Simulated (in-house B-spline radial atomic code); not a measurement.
## RPA and G0W0 on PBE: neutral molybdenum

Configuration [Kr] 4d5 5s1, highest spin, mean-field start PBE. Computed with an all-electron radial atomic-structure program (B-spline basis): all electrons, non-relativistic, point nucleus, each spin shell either full or empty, empty states to l = 9 with an (l + 1/2)⁻⁴ tail; G0W0 by contour deformation at full frequency.

Without relativity these are model numbers: it shifts the levels of so heavy an element strongly and can reorder them.

Command:
```bash
python run_gw.py task.json out
```
Settings (radii: box in bohr, nucleus in fm):
```
Z                        42
electrons                42
configuration            [Kr] 4d5 5s1
hamiltonian              nr
method                   pbe,pbe
lmax                     9
spin_polarised           True
box_radius               40
intervals                56
ion_configuration        [Kr] 4d5
```

Cost of the run: 5.5 s on 1 thread of AMD EPYC 7R13 Processor, on a shared host.

Energies (hartree):

```tsv
term	value
mean-field total	-3977.13296
Hartree-Fock functional on these orbitals	-3975.52221
direct second order	-3.5721
second-order exchange	1.0639
SOSEX correction	0.96134
```

**Question.** What is the RPA correlation energy, and what remains with SOSEX?

**Answer.** RPA gives -3.0745 hartree (-1.99 eV per electron); RPA + SOSEX gives -2.1132, and the second-order doubles -2.5082 hartree (no singles). RPA lacks exchange-type terms and so overcorrelates at short range.

Quasi-particle levels (eV):

| level | occupied | mean field | Σx - vxc | Σc | QP weight | G0W0 |
| --- | --- | --- | --- | --- | --- | --- |
| 5s up | yes | -4.286 | -2.03 | ? | ? | ? |
| 4d down | no | -1.449 | 7.84 | -5.35 | 0.671 | 1.039 |

G0W0 = mean field + (Σx - vxc) + Σc, with Σc (partial-wave tail included) taken at the quasi-particle energy. Only the outer levels were computed. Levels of low weight are left out. An empty level above zero is unbound and depends on the box.

**Question.** Where does G0W0 put 5s up?

**Answer.** At -7.185 eV, with Σc = -0.87 eV and a quasi-particle weight of 0.788. The tabulated removal energy is 7.092 eV (NIST, measured); the calculation leaves out relativity, Breit and QED terms, and what these don't explain is the method's own error.

**Question.** What does it cost to remove one electron (to [Kr] 4d5) by differences of total energies, each species on its own start (correlation terms add to the Hartree-Fock functional)?

**Answer.** PBE 7.048 eV, Hartree-Fock functional 5.798 eV, + RPA 7.326 eV, + RPA + SOSEX 6.457 eV, + second order 7.381 eV. Tabulated: 7.092 eV (NIST, measured); the calculation leaves out relativity, Breit and QED terms, and what these don't explain is the method's own error.
